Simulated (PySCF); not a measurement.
Pb(45+): ionisation energy

Pb(45+) [Kr] 4d1 (2D) → Pb(46+) [Kr] (1S), as a difference of total energies. Calculation: PySCF 2.14, in an uncontracted even-tempered set (18 s from 5.2 bohr⁻², ratio 2.5; 14 p from 6.7 bohr⁻², ratio 2.5; 8 d from 6.7 bohr⁻², ratio 2.5; 4 f from 27 bohr⁻², ratio 2.7; 3 g from 41 bohr⁻², ratio 2.7); the spin-free X2C one-electron Hamiltonian (Gaussian nucleus). Correlated levels: outer shells: [Ar] 3d10 frozen; virtual orbitals above 40 to 60 times the deepest correlated orbital energy dropped. The calculations carry no spin-orbit coupling.

```tsv
method	ionisation energy (eV)
UHF	2273.4
LDA	2276.3
PBE	2276.5
PBE0	2276.2
r2SCAN	2275.6
MP2 (outer shells)	2273.4
SCS-MP2 (outer shells)	2273.4
```

A first-order spin-orbit estimate (lowest level to lowest level, LS coupling) adds 19.549 eV.

Breit and QED terms and the two-electron picture change are absent.

First order in ζ underestimates the shift of j = l − 1/2 levels at high Z.

For comparison: 2292 ± 4 eV (theoretical estimate listed by NIST; NIST Atomic Spectra Database, ionization energies).
